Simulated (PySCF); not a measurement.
**UHF on Cu³⁺ (copper, charge +3)**

Configuration: [Ar] 3d8, high-spin 3F determinant. Computed with PySCF 2.14 in aug-cc-pVDZ-PP with ECP10MDF (5s5p4d2f, 54 functions), with a scalar-relativistic core potential.

* Total energy: -194.040182 hartree
* One-electron energy: -325.3899 hartree
* Hartree (Coulomb) energy: 148.3158 hartree
* Exchange energy: -16.9661 hartree
* ⟨S²⟩: 2.0023
* ⟨L²⟩: 12.019
* Sum of ⟨r⟩: 12.65 bohr
* Sum of ⟨r²⟩: 12.14 bohr²
* Time after the integrals: 0.3 s of wall time on 1 thread of Neoverse-N1 (shared host)

```tsv
shell	electrons	mean orbital energy (eV)	spread (eV)	rms radius, mean of both spins (bohr)
3s α	1	-192.63	0	0.760
3s β	1	-186.06	0	0.760
3p α	3	-143.70	0	0.799
3p β	3	-135.85	0	0.799
3d α	5	-62.150	1.619	0.946
3d β	3	-59.271	0	0.946
```

Energies and moments cover only the electrons outside the core potential.
